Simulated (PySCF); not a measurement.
Zn(NH3)4 (H₁₂N₄Zn), SMILES [NH3]->[Zn+2](<-[NH3])(<-[NH3])<-[NH3], charge +2.

The structure is a stationary point at ωB97X-D3(BJ)/def2-SVP. The isomer is the one that the SMILES or the coordinates give; other isomers of the formula were not compared.

These are TDA-ωB97X/def2-SVPD in PySCF values and carry that method's errors.

Vertical excitations; the highest root listed may be one member of a degenerate set. The molecule is in vacuum. State labels are in the subgroup D2.

Question: List the lowest excited states. (The exact figures need the calculation; the answer reports its results.)

Answer: 
```json
[
 {"state": "S1", "symmetry": "B3", "energy (eV)": "9.54", "λ (nm)": "130", "f": "0.228", "main pairs": "HOMO→LUMO (degenerate set)"},
 {"state": "S2", "symmetry": "B2", "energy (eV)": "9.54", "λ (nm)": "130", "f": "0.228", "main pairs": "HOMO−1→LUMO (degenerate set)"},
 {"state": "S3", "symmetry": "B1", "energy (eV)": "9.54", "λ (nm)": "130", "f": "0.228", "main pairs": "HOMO−2→LUMO (degenerate set)"},
 {"state": "S4", "symmetry": "A", "energy (eV)": "10.54", "λ (nm)": "118", "f": "0.000", "main pairs": "HOMO→LUMO+1 27 %, HOMO−1→LUMO+3 27 %, HOMO−2→LUMO+2 27 %, HOMO−3→LUMO 13 %"},
 {"state": "S5", "symmetry": "B1", "energy (eV)": "10.95", "λ (nm)": "113", "f": "0.000", "main pairs": "HOMO−1→LUMO+1, HOMO→LUMO+3 (degenerate set)"},
 {"state": "S6", "symmetry": "B2", "energy (eV)": "10.95", "λ (nm)": "113", "f": "0.000", "main pairs": "HOMO−2→LUMO+1, HOMO→LUMO+2 (degenerate set)"},
 {"state": "T1", "symmetry": "B3", "energy (eV)": "8.82", "λ (nm)": "141", "f": "0", "main pairs": "HOMO→LUMO (degenerate set)"},
 {"state": "T2", "symmetry": "B2", "energy (eV)": "8.82", "λ (nm)": "141", "f": "0", "main pairs": "HOMO−1→LUMO (degenerate set)"}
]
```
Triplets are in the Tamm–Dancoff approximation.
